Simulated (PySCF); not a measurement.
CH5ClF2Si2, SMILES [Si](F)([SiH2]Cl)(C)F. Atoms are numbered in the order given.

```xyz
11

C     -2.1354    -0.5676    -0.0388
Si    -0.7924     0.7016     0.1122
F     -0.6055     1.1109     1.6747
F     -1.2187     2.0675    -0.6633
Si     1.2850    -0.0191    -0.6932
Cl     1.5203    -1.9386     0.1119
H     -1.8042    -1.5145     0.4158
H     -3.0530    -0.2323     0.4707
H     -2.3725    -0.7580    -1.0977
H      2.4188     0.8351    -0.2489
H      1.2993    -0.1292    -2.1782
```
Charge 0, spin multiplicity 1.

The structure is a stationary point at B3LYP-D3(BJ)/def2-SVP. This is a generated structure with no PubChem entry under its InChIKey; it may be hypothetical. Other conformers were not sampled.

The numbers are results of HF/pcSseg-1 in PySCF, not measurements.

GIAO shieldings, no solvent; atoms listed in one row are averaged. δ = σ(ref) − σ: ¹³C against TMS (σ = 192.6 ppm); ²⁹Si against TMS (σ = 393.8 ppm); ¹⁹F against CFCl3 (σ = 238.5 ppm); ³⁵Cl against HCl (σ = 958.2 ppm); ¹H against TMS (σ = 31.99 ppm), references at their B3LYP-D3(BJ)/def2-TZVP geometries, non-relativistic (without spin–orbit terms, shifts of atoms bonded to Cl or Br come out too high).

| nucleus | atoms | count | δ (ppm) |
|---|---|---|---|
| ¹³C | C1 | 1 | 0.4 |
| ²⁹Si | Si2 | 1 | 11.0 |
| ²⁹Si | Si5 | 1 | -31.5 |
| ¹⁹F | F4 | 1 | -121.0 |
| ¹⁹F | F3 | 1 | -124.6 |
| ³⁵Cl | Cl6 | 1 | -127.2 |
| ¹H | H10 | 1 | 4.95 |
| ¹H | H11 | 1 | 4.82 |
| ¹H | H7, H8, H9 | 3 | 0.94 |
